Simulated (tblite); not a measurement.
Compound: C5H5OPS.
Geometry (GFN2-xTB, Å), atoms numbered from 1 in this order:
```
atom  x, y, z in Å
C1    -2.3074    0.3863   -0.4537
C2    -0.9230   -0.0222   -0.0869
C3    -0.5847   -1.1683    0.5678
P4     1.1087   -1.4705    0.9112
C5     1.6116    0.0075    0.1661
C6     2.9797    0.4411    0.0752
O7     3.3615    1.4652   -0.4413
S8     0.3761    1.0247   -0.5149
H9    -2.3932    0.5067   -1.5327
H10   -3.0248   -0.3604   -0.1238
H11   -2.5546    1.3420    0.0064
H12   -1.3420   -1.8755    0.8693
H13    3.6877   -0.2762    0.5396
```

Level: GFN2-xTB in tblite, geometry and Hessian alike; calculated harmonic values, unscaled, isolated species. This tight-binding method is rough: wavenumbers can miss measured ones by several per cent, in bad cases by 10 to 20. One conformer, not necessarily the lowest.

Harmonic wavenumbers (cm⁻¹): 42.0, 90.1, 125.4, 166.3, 260.1, 293.1, 369.6, 373.5, 458.4, 502.9, 536.3, 650.1, 691.4, 785.5, 882.7, 904.2, 998.2, 1020.0, 1033.5, 1115.9, 1203.2, 1224.1, 1367.0, 1397.2, 1457.5, 1459.9, 1502.1, 1707.7, 2735.9, 3009.7, 3023.4, 3049.7, 3082.0.

A = 2541, B = 1226, C = 831.0 MHz; mass 143.980 u (most abundant isotopes); point group Cs, symmetry number 1.

Q: What is the zero-point energy?

A: ½Σν̃ = 18759 cm⁻¹ = 53.64 kcal/mol.

Q: What is S at 298.15 K and 1 bar for an ideal gas of classical rigid rotors and harmonic oscillators?

A: Translation 40.83, rotation 29.21, vibration 23.25: S = 93.3 cal/(mol K).

Q: And Cp and H(298.15 K) − H(0)?

A: Cp = 31.66 cal/(mol K), of which vibrations give 23.71 (their classical limit is 33 R = 65.6); H(298.15 K) − H(0) = 6.01 kcal/mol without the zero-point energy, 3.64 from vibrations.

Q: What must be added to the electronic energy to get the Gibbs energy at 298.15 K and 1 bar?

A: ZPE + [H(298.15 K) − H(0)] − T·S = 53.64 + 6.01 − 27.81 = 31.84 kcal/mol.

Q: How do the functions run with temperature in this model?

A: 
| T (K) | S (cal/(mol K)) | Cp (cal/(mol K)) | H − H(0) (kcal/mol) | G − H(0) (kcal/mol) | ln q(vib) |
| --- | --- | --- | --- | --- | --- |
| 150 | 75.7 | 20.6 | 2.13 | -9.23 | 2.47 |
| 250 | 88.0 | 28.2 | 4.57 | -17.44 | 4.56 |
| 400 | 103.5 | 38.3 | 9.58 | -31.84 | 7.63 |
| 600 | 121.1 | 48.0 | 18.29 | -54.35 | 11.54 |
| 900 | 142.4 | 56.9 | 34.15 | -93.99 | 16.89 |

q(vib) and H(0) count from the zero-point level.

Hindered rotation and anharmonicity are outside this model. Other conformers, if any are populated, would add a mixing term that is left out.
